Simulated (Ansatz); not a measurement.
Relaxation of the cluster Mn3⁻ with UKS PBE0-D4/def2-TZVPD.

```sh
$ ansatz run in.yaml --threads 4 --pin off --events-out ev --progress --plain --max-ram 3916MiB
```

```yaml
crystal:
  periodic: [false, false, false]
  atoms:
    - {symbol: Mn, position_ang: [0.916330, -0.349540, -0.830280]}
    - {symbol: Mn, position_ang: [-0.969850, 0.674530, -0.411900]}
    - {symbol: Mn, position_ang: [0.053520, -0.324990, 1.242190]}
basis:
  gaussian: {orbitals: def2-TZVPD}
total_charge: -1
magnetization: {spin_polarized: true, initial_magnetization: 12}
hamiltonian: {xc: pbe0, dispersion: d4}
scf: {lower_state_search: "off"}
output: {orbitals: {seedname: orbitals}}
relax: {f_tol: 0.02, max_steps: 100}
```

Run time 77 s (4 threads of Arm Neoverse V2 on a shared host), peak host memory 0.63 GiB.

Positions (Å) and forces (eV/Å) at steps 1, 2, 3, 4, 7, 8, 10, 12, 13 of 13:

```xyz
3
step=1 energy=-93940.9479 eV
Mn    0.916   -0.350   -0.830    4.252   -1.646   -3.751
Mn   -0.970    0.675   -0.412   -4.573    3.181   -1.943
Mn    0.054   -0.325    1.242    0.321   -1.535    5.695
3
step=2 energy=-93942.2541 eV
Mn    0.998   -0.379   -0.911    1.523   -0.572   -1.417
Mn   -1.052    0.732   -0.447   -1.586    1.104   -0.675
Mn    0.054   -0.352    1.358    0.064   -0.532    2.092
3
step=3 energy=-93942.6095 eV
Mn    1.090   -0.392   -1.088    0.113   -0.098    0.129
Mn   -1.083    0.754   -0.460   -0.283    0.196   -0.118
Mn   -0.007   -0.361    1.548    0.169   -0.098   -0.011
3
step=4 energy=-93942.5914 eV rejected
Mn    1.094   -0.423   -0.968   -0.287    0.214   -0.182
Mn   -1.175    0.817   -0.499    0.327   -0.150   -0.191
Mn    0.081   -0.394    1.467   -0.040   -0.064    0.373
3
step=7 energy=-93942.6275 eV
Mn    1.079   -0.399   -1.032   -0.014    0.006    0.012
Mn   -1.120    0.784   -0.497    0.006   -0.001   -0.009
Mn    0.041   -0.385    1.528    0.008   -0.004   -0.003
3
step=8 energy=-93942.5888 eV rejected
Mn    0.989   -0.363   -0.959    0.607   -0.334   -0.113
Mn   -1.103    0.798   -0.598   -0.547    0.278    0.203
Mn    0.114   -0.435    1.558   -0.059    0.056   -0.090
3
step=10 energy=-93942.6274 eV rejected
Mn    1.042   -0.388   -0.987    0.105   -0.055   -0.034
Mn   -1.122    0.796   -0.542   -0.109    0.064    0.004
Mn    0.080   -0.409    1.529    0.004   -0.009    0.029
3
step=12 energy=-93942.6269 eV rejected
Mn    1.035   -0.386   -0.976    0.124   -0.068   -0.026
Mn   -1.128    0.803   -0.557   -0.116    0.061    0.036
Mn    0.093   -0.417    1.533   -0.008    0.007   -0.010
3
step=13 energy=-93942.6287 eV
Mn    1.055   -0.393   -0.997   -0.008    0.003    0.009
Mn   -1.130    0.799   -0.536    0.006   -0.004    0.000
Mn    0.075   -0.406    1.533    0.002    0.001   -0.010
```

The charge -1 multiplicity 13 is spin-contaminated (final ⟨S²⟩ up to 43.77, 42.00 for a pure state). The highest occupied level of the charge -1 multiplicity 13 lies above zero (up to 0.08 eV). Its loss leaves the charge 0 multiplicity 14, which lies 0.90 eV higher (vertical, at PBE0-D4/def2-TZVPD), but this difference is unsure: the multiplicity 14 is doubtful (geometry relaxed on an unsound state). The relaxation made no stability test and no search for a lower SCF solution. The structure comes from a short search, and lower isomers may exist.
